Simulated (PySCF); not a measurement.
## Correlation energy of Se (selenium, neutral)

[Ar] 3d10 4s2 4p3 5s1, high-spin 5S determinant (an excited configuration). Calculation: PySCF 2.14, in aug-cc-pVTZ-DK (7s6p4d2f, 59 functions); the spin-free X2C one-electron Hamiltonian (Gaussian nucleus). Frozen: [Ar] 3d10; 6 electrons correlated.

```
  level  correlation energy (mhartree)
   CCSD                        -101.60
    (T)                          -3.62
CCSD(T)                        -105.22
```

Diagnostics: T1 = 0.0087, D1 = 0.0299, largest double amplitude 0.039.

**Question.** Is a single reference adequate?

**Answer.** Yes, within this model without spin-orbit coupling: T1 lies below 0.03 and no double amplitude reaches 0.07.
